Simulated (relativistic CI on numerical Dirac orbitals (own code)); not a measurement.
## Line list: Forbidden lines, Rh²¹⁺

Calculated at this level of theory: Dirac-Coulomb-Breit CI, KLI orbitals optimised for each configuration, model QED (radiative potential, 1s self-energy scaled to tabulated hydrogen-like ionisation energies), unscaled Slater integrals (own radial code, finite nucleus).

CI space (outside the closed core [Ne]): 3s²3p⁶3d⁶, 3s²3p⁵3d⁷, 3s²3p⁴3d⁸, 3s3p⁶3d⁷, 3p⁶3d⁸, 3s3p⁵3d⁸, 3s²3p⁶3d⁵4s, 3s²3p⁶3d⁵4p, 3s²3p⁶3d⁵4d, 3s²3p⁴3d⁷4s, 3s²3p⁶3d⁵4f, 3s²3p⁵3d⁶4s, 3s²3p⁶3d⁴4s², 3s²3p⁶3d⁵5s, 3s²3p⁶3d⁵5p, 3s3p⁶3d⁶4s. Levels of other configurations are missing.

| λ vac (nm) | Lower | Upper | Type | A (s⁻¹) | log gf |
| --- | --- | --- | --- | --- | --- |
| 66.263 | 3s²3p⁶3d⁶ ⁵D4 [1] | 3s²3p⁶3d⁶ ³D3 [19] | M1 | 1.24e+03 | -6.24 |
| 79.449 | 3s²3p⁶3d⁶ ⁵D3 [2] | 3s²3p⁶3d⁶ ³D3 [19] | M1 | 5.04e+02 | -6.48 |
| 81.360 | 3s²3p⁶3d⁶ ⁵D3 [2] | 3s²3p⁶3d⁶ ³G3 [18] | M1 | 8.69e+02 | -6.22 |
| 83.194 | 3s²3p⁶3d⁶ ⁵D4 [1] | 3s²3p⁶3d⁶ ³H4 [12] | M1 | 1.09e+03 | -5.99 |
| 86.566 | 3s²3p⁶3d⁶ ⁵D2 [3] | 3s²3p⁶3d⁶ ³D2 [17] | M1 | 8.91e+02 | -6.30 |
| 95.451 | 3s²3p⁶3d⁶ ⁵D4 [1] | 3s²3p⁶3d⁶ ³F3 [10] | M1 | 7.52e+02 | -6.14 |
| 104.13 | 3s²3p⁶3d⁶ ⁵D0 [5] | 3s²3p⁶3d⁶ ³D1 [15] | M1 | 1.49e+03 | -6.14 |
| 118.98 | 3s²3p⁶3d⁶ ⁵D1 [4] | 3s²3p⁶3d⁶ ¹S0 [13] | M1 | 5.61e+03 | -5.92 |
| 120.96 | 3s²3p⁶3d⁶ ⁵D2 [3] | 3s²3p⁶3d⁶ ³F2 [11] | M1 | 9.40e+02 | -5.99 |
| 125.44 | 3s²3p⁶3d⁶ ⁵D3 [2] | 3s²3p⁶3d⁶ ³F3 [10] | M1 | 9.38e+02 | -5.81 |
| 131.08 | 3s²3p⁶3d⁶ ³F4 [6] | 3s²3p⁶3d⁶ ³D3 [19] | M1 | 7.15e+02 | -5.89 |
| 134.01 | 3s²3p⁶3d⁶ ⁵D4 [1] | 3s²3p⁶3d⁶ ³F4 [6] | M1 | 1.92e+03 | -5.33 |
| 141.25 | 3s²3p⁶3d⁶ ³P2 [7] | 3s²3p⁶3d⁶ ³P1 [21] | M1 | 2.28e+03 | -5.69 |
| 152.26 | 3s²3p⁶3d⁶ ³H6 [8] | 3s²3p⁶3d⁶ ¹I6 [20] | M1 | 9.74e+02 | -5.36 |
| 160.98 | 3s²3p⁶3d⁶ ⁵D3 [2] | 3s²3p⁶3d⁶ ³P2 [7] | M1 | 3.96e+03 | -5.11 |
| 203.36 | 3s²3p⁶3d⁶ ⁵D1 [4] | 3s²3p⁶3d⁶ ³P2 [7] | M1 | 8.27e+02 | -5.59 |
| 206.45 | 3s²3p⁶3d⁶ ³P2 [7] | 3s²3p⁶3d⁶ ³D1 [15] | M1 | 2.72e+03 | -5.28 |
| 219.41 | 3s²3p⁶3d⁶ ³F4 [6] | 3s²3p⁶3d⁶ ³H4 [12] | M1 | 1.68e+03 | -4.96 |
| 229.46 | 3s²3p⁶3d⁶ ³H6 [8] | 3s²3p⁶3d⁶ ³G5 [14] | M1 | 8.76e+02 | -5.12 |
| 399.28 | 3s²3p⁶3d⁶ ⁵D4 [1] | 3s²3p⁶3d⁶ ⁵D3 [2] | M1 | 5.06e+02 | -5.07 |

Terms are leading LS components. Brackets give the number of a level in order of energy, since labels repeat. The list gives strong lines, with weight on those to low levels, among the lowest 200 of 2758 levels, so that lines to higher ones, which can be the strongest, are missing. Levels whose partners in the same complex of configurations lie outside the list can be far off, and so can their lines. Rates are taken at the computed energies, electric ones in the length gauge.

At this charge energies of transitions that change n are usually good to better than 1 %, and those within a shell (Δn = 0) to a few per cent. Terms inside the open d or f shell come out 10 to 20 % too wide with unscaled integrals.

LS names give the leading component of a level, which can be under half, so a name can repeat, a term be missing and a line seem to break the LS rules.
